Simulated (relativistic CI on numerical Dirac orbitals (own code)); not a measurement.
## Er52+: q coefficients and field-shift factors

Calculated at this level of theory: Dirac-Coulomb-Breit CI, orbitals from a KLI potential per configuration, derivatives by finite differences, unscaled Slater integrals, QED left out (own radial code, finite nucleus).

CI space (outside the closed core [Ne]): 3s2 3p4, 3s 3p5, 3s2 3p3 3d, 3p6, 3s 3p4 3d, 3p5 3d, 3p4 3d2, 3p3 3d3. Double excitations out of closed p, d and f shells are left out; levels of such configurations are missing from the list, as are those of other unlisted configurations, and high levels can miss mixing partners.

With x = (α/α₀)² − 1 an excitation energy changes as ω = ω₀ + qx; K = 2q/ω₀ is the relative enhancement. Terms are leading LS components, so labels can repeat. The field-shift factor is F = δν/δ⟨r²⟩ for the transition from the lowest level.

Lowest level 3s2 3p4 3P_2.

```tsv
Level	ω₀ (cm⁻¹)	q (cm⁻¹)	F (GHz/fm²)
3s2 3p4 1S_0	159159	9779	-0.847
3s2 3p3 3d 3D°_2	1705251	84690	15.6
3s2 3p3 3d 3D°_1	1766479	104300	-8.52
3s2 3p3 3d 3F°_3	1769615	92470	21
3s2 3p3 3d 3P°_0	1770157	93470	20
3s2 3p4 3P_1	1860322	2.232e+06	-210
3s2 3p4 1D_2	1934216	2.227e+06	-211
3s2 3p3 3d 3F°_4	2168413	523200	28.2
3s2 3p3 3d 3D°_2	2214238	581700	-69.5
3s2 3p3 3d 3D°_3	2367447	547700	24.4
3s2 3p3 3d 3D°_1	2442612	565400	4.7
3s 3p5 3P°_2	3204426	2.428e+06	-3440
3s 3p5 1P°_1	3347163	2.417e+06	-2580
3s2 3p3 3d 3F°_2	3502878	2.297e+06	-176
3s2 3p3 3d 5D°_0	3516017	2.305e+06	-195
3s2 3p3 3d 3D°_1	3525449	2.322e+06	-581
3s2 3p3 3d 3G°_3	3561391	2.3e+06	-175
3s2 3p3 3d 3G°_4	3625765	2.286e+06	-175
3s2 3p3 3d 3F°_2	3716187	2.313e+06	-226
3s2 3p3 3d 3D°_3	3840675	2.311e+06	-172
3s2 3p4 3P_0	3854987	4.463e+06	-456
3s2 3p3 3d 3P°_2	3896365	2.332e+06	-582
3s2 3p3 3d 3S°_1	3923135	2.377e+06	-571
```

At this charge energies of transitions that change n are usually good to better than 1 %, and those within a shell (Δn = 0) to a few per cent.

Question: Which transition from the lowest level has the largest |K|?

Answer: 3s2 3p4 3P_1 at 1860322 cm⁻¹, K = 2.4.
